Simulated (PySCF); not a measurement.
**Core binding energy against partial charge**

C₆H₁₃BO₂.
Bonds: C1–O2, O2–B3, B3–C4, C4–C5 (double), C5–C6, C5–C7, B3–O8, O8–C9. Hydrogens: H10, H11, H12 on C1; H13 on C4; H14, H15, H16 on C6; H17, H18, H19 on C7; H20, H21, H22 on C9.

Binding energies: delta-SCF UKS SCAN, pcX-2 on the ionised atom, pcseg-1 elsewhere, spin-free X2C (PySCF 2.14.0). Charges: PBE0/pcSseg-1 ground-state density, for the ionised atom.

```csv
atom,environment,C 1s (eV),Mulliken (e),IAO (e),Hirshfeld (e),ESP (e)
C4,alkene CH carbon,289.09,-0.277,-0.346,-0.158,-0.841
C7,allylic carbon,290.20,-0.198,-0.428,-0.121,-0.717
C5,fully substituted alkene carbon,290.30,-0.416,+0.092,+0.041,+0.552
C6,allylic carbon,290.53,-0.182,-0.416,-0.115,-0.506
C1,methoxy carbon,291.91,-0.011,-0.192,-0.036,-0.192
```

Q: How well does each charge scheme correlate with the binding energies over these sites?

A: Mulliken: r = 0.69, slope 4.7 eV per e; Hirshfeld: r = 0.49, slope 6.2 eV per e; ESP: r = 0.37, slope 0.7 eV per e; IAO: r = 0.22, slope 1.0 eV per e. Mulliken charges have the highest r, on only 5 points.

Q: The point-charge model writes a binding energy as kq + V + constant, with V the potential of the other atoms' charges at the site. What does it give with the ESP charges?

A: V = Σ 14.40 eV Å × q/r over all other atoms: +10.64 eV at C4, +9.26 eV at C7, -10.61 eV at C5, +6.92 eV at C6, +1.82 eV at C1. Fitting binding energy − V to q gives k = 16.2 eV per e and leaves an rms residual of 0.51 eV, against 0.84 eV for the fit on q alone. The model has no term for differences in relaxation between sites.

Spin contamination (⟨S²⟩ against 0.75 for a pure doublet) is marked for C 1s of C5 (0.87), which makes this value less certain. One conformer (not necessarily the lowest) at the PBE0-D3(BJ)/def2-SVP geometry, without solvent, vibrations or thermal averaging.

The values belong to the conformer `[CH3:1][O:2][B:3]([CH:4]=[C:5]([CH3:6])[CH3:7])[O:8][CH3:9]`: C1–O2–B3–C4 180°, O2–B3–C4–C5 -8°, O2–B3–O8–C9 178°.
